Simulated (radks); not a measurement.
Problem. Species: In IV. Configuration: [Kr] 4d10. Calculated with a radial shooting solver on a logarithmic mesh with Libxc functionals: scalar-relativistic Kohn-Sham, LDA (Slater exchange, Perdew-Wang correlation), spin-polarised, spherical densities, finite nucleus; Fermi nuclear charge, rms radius 4.6156 fm. Some entries of the table are withheld. Estimate them.

orbital  occ.  eigenvalue (hartree)  <r> (bohr)
1s          2             -1019.782     0.02974
2s          2             -153.6556      0.1286
2p          6                   (1)         (2)
3s          2             -30.02591      0.3492
3p          6             -24.93657      0.3476
3d         10                   (3)      0.3246
4s          2                   (4)      0.8474
4p          6              -3.96253         (5)
4d         10              -1.76881         (6)

Solution. 
(1) 2p eigenvalue (hartree): -138.1193
(2) 2p <r> (bohr): 0.1122
(3) 3d eigenvalue (hartree): -17.00795
(4) 4s eigenvalue (hartree): -5.48488
(5) 4p <r> (bohr): 0.9202
(6) 4d <r> (bohr): 1.152
